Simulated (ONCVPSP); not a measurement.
## Reading a pseudo-wave (zinc)

Columns: radius, all-electron u(r) and pseudo u(r) of the 3d shell (level -10.14 eV) of zinc in the configuration [Ne] 3s2 3p6 3d10 4s2; PBE, scalar-relativistic, ONCV scheme, ONCVPSP 4.0.1.

```tsv
r (bohr)	all-electron	pseudo
0.070	0.0546	0.0072
0.140	0.2421	0.0539
0.210	0.4785	0.1645
0.280	0.6925	0.3402
0.350	0.8546	0.5581
0.420	0.9609	0.7814
0.490	1.0177	0.9712
0.560	1.0359	1.1001
0.630	1.0261	1.1569
0.700	0.9977	1.1489
0.770	0.9577	1.0942
0.840	0.9111	1.0145
0.910	0.8613	0.9286
0.980	0.8107	0.8482
1.050	0.7606	0.7783
1.120	0.7121	0.7189
1.190	0.6658	0.6677
1.260	0.6218	0.6221
1.330	0.5804	0.5803
1.400	0.5416	0.5415
1.470	0.5053	0.5052
1.540	0.4714	0.4713
1.610	0.4398	0.4398
1.680	0.4105	0.4104
1.750	0.3832	0.3831
1.820	0.3578	0.3577
```

How many radial nodes do the two functions have?

The all-electron 3d function has n − l − 1 = 0; the pseudo-wave has 0.

At about which radius was the pseudo-wave matched?

1.40 bohr. The columns agree to 0.0005 from 1.26 bohr on; several derivatives are matched, so the curves merge somewhat inside the radius.

Is the pseudo-wave norm-conserving?

Yes: the ONCV scheme keeps the norm inside the radius equal to the all-electron one, which fixes the energy derivative of the logarithmic derivative at the level.
